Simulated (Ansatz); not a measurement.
Consider the isomerisation: `[SiH3]B[CH2][GaH2]` → `C[B]([SiH3])[GaH2]`.

Computed with Ansatz on PBE0-D4/def2-TZVP structures; ΔE is electronic, products minus reactants. CBS: MP2 limit from def2 TZ/QZ plus the TZ coupled-cluster correction, frozen cores. DFT in def2-TZVPP. HSE06 is defined as in plane-wave codes. For Ga outer-core shells are correlated without core-valence functions, which leaves a few kJ/mol of doubt a bond. Scalar relativity is left out up to krypton. Each species was taken in one conformer, which may not be the lowest.

`[SiH3]B[CH2][GaH2]`:

Cartesian coordinates in Å:
```
Si -1.388 -0.002 1.293
B -0.587 0.619 -0.453
C 0.124 -0.336 -1.368
Ga 1.863 -0.047 -0.344
H -1.199 0.955 2.419
H -2.857 -0.215 1.131
H -0.807 -1.312 1.725
H -0.600 1.791 -0.720
H -0.006 -1.417 -1.268
H 0.375 -0.061 -2.396
H 3.070 -0.853 -0.927
H 2.012 0.879 0.908
```

`C[B]([SiH3])[GaH2]`:

Z-matrix (Å, degrees):
```
C
B 1 1.561
H 1 1.093 2 115.3
H 1 1.092 2 116.5 3 130.6
H 1 1.105 2 102.8 3 -114.3
Si 2 2.024 1 118.6 3 30.7
Ga 2 2.074 1 124.7 3 -154.8
H 6 1.492 2 113.6 1 -36.0
H 6 1.491 2 113.7 1 -160.0
H 6 1.495 2 106.6 1 82.6
H 7 1.577 2 123.4 1 -89.7
H 7 1.578 2 121.1 1 93.8
```

```csv
species,HSE06 energy (Eh)
`[SiH3]B[CH2][GaH2]`,-2281.62468
`C[B]([SiH3])[GaH2]`,-2281.61240
```

Question: Work out ΔE.

Answer: ΔE = (-2281.61240) − (-2281.62468) = 0.01228 Eh = +32.2 kJ/mol. CCSD(T)/CBS gives +38.6 kJ/mol.

Largest T1 diagnostic among the species: 0.014.

Leaving LDA and LC-ωPBE aside and taking each functional with its dispersion term where it has one, the values, not all of them listed here, spread over 11.6 kJ/mol, from B97M-V to PBE-QIDH. LDA lies +6.1 kJ/mol from PBE without D4. From BLYP to BHLYP (50 % exact exchange), in def2-TZVPP and without D4, ΔE moves by +5.4 kJ/mol. In def2-TZVPP, CCSD(T) changes the Hartree–Fock value by +11.8 kJ/mol (the triples alone add +3.0 kJ/mol) and MP2 by +19.8 kJ/mol.
